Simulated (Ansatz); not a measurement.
`N#Cc1ccccc1-c1ccccc1C#N`. Charge 0, multiplicity 3. Geometry PBE-D4/def2-SVP, that of the neutral singlet.

```xyz
24

N     3.3948   -0.0656   -0.8337
C     2.4348    0.5630   -0.5842
C     1.2789    1.3574   -0.2819
C     1.3849    2.7645   -0.3699
C     0.2733    3.5730   -0.1140
C    -0.9516    2.9831    0.2344
C    -1.0633    1.5898    0.3240
C     0.0392    0.7498    0.0727
C    -0.0928   -0.7249    0.1872
C     0.7918   -1.4629    0.9980
C     0.6716   -2.8524    1.1279
C    -0.3408   -3.5414    0.4426
C    -1.2317   -2.8358   -0.3719
C    -1.1176   -1.4330   -0.5058
C    -2.0318   -0.7512   -1.3766
N    -2.7927   -0.2151   -2.0924
H     2.3491    3.2078   -0.6561
H     0.3640    4.6668   -0.1860
H    -1.8303    3.6123    0.4402
H    -2.0244    1.1377    0.6076
H     1.5804   -0.9304    1.5483
H     1.3750   -3.3996    1.7730
H    -0.4373   -4.6326    0.5420
H    -2.0234   -3.3602   -0.9255
```

At PBE0-D4/def2-SVP a singlet of charge 0 lies 3.55 eV below the triplet at the same geometry.

Problem. Estimate the α-spin orbital energies around the gap (eV) in Ansatz with PBE-D4/def2-SVP, PBE0-D4/def2-SVP.

Solution. 
```tsv
orbital	PBE-D4/def2-SVP	PBE0-D4/def2-SVP
HOMO−5	-8.07	-9.49
HOMO−4	-7.73	-9.14
HOMO−3	-6.97	-8.43
HOMO−2	-6.93	-7.95
HOMO−1	-6.85	-7.75
HOMO	-3.14	-4.10
LUMO	-2.55	-1.75
LUMO+1	-2.29	-1.39
LUMO+2	-1.68	-0.71
LUMO+3	-0.35	0.74
LUMO+4	-0.32	0.83
LUMO+5	0.44	1.35
β HOMO	-6.62	-7.58
β LUMO	-6.23	-5.46
```
